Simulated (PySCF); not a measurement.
## Electronic structure of Ag (silver, neutral) at the UHF level

Configuration: [Kr] 4d10 5s1, 2S determinant. Computed with PySCF 2.14 in aug-cc-pVTZ-PP with ECP28MDF (6s6p5d3f2g, 88 functions), with a scalar-relativistic core potential.

- Total energy: -146.055574 hartree
- One-electron energy: -261.2254 hartree
- Hartree (Coulomb) energy: 128.5044 hartree
- Exchange energy: -13.3345 hartree
- ⟨S²⟩: 0.7519
- ⟨L²⟩: 0.000
- Sum of ⟨r⟩: 25.45 bohr
- Sum of ⟨r²⟩: 46.40 bohr²

```
shell  electrons  mean orbital energy (hartree)  rms radius, mean of both spins (bohr)
 4s α          1                       -4.35839                                  0.984
 4s β          1                       -4.35785                                  0.984
 4p β          3                       -2.80915                                   1.08
 4p α          3                       -2.80509                                   1.08
 4d α          5                       -0.51004                                   1.54
 4d β          5                       -0.50759                                   1.54
 5s α          1                       -0.23860                                   3.72
```

Energies and moments cover only the electrons outside the core potential.
